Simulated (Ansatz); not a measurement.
Cartesian coordinates in Å:
```
Te -2.0053 -0.0775 -1.2615
C -0.2270 -0.0738 -0.1774
C 0.7389 -1.0385 -0.1005
Al 1.1811 0.4229 0.9424
H -2.4573 1.4283 -0.7375
H 0.7877 -2.0108 -0.5858
H 1.9819 1.3493 1.9203
```

Total charge 0; spin multiplicity 1. Te takes the def2 core potential.

**Question.** List the ωB97M-V/def2-TZVPP orbital energies in eV (the Gaussian-basis code of Ansatz). (Best estimate.)

**Answer.** Computed: Occupied: -1532.17, -281.99, -281.39, -174.67, -123.56, -123.46, -123.26, -116.84, -76.48, -76.35, -76.30, -46.59, -46.54, -46.35, -46.26, -46.24, -24.17, -20.44, -16.80, -14.39, -13.12, -11.93, -11.15, -10.76, -8.40, -8.04. Lowest empty: 0.63, 0.94, 1.29, 1.93, 2.04, 2.50, 3.53, 4.60.
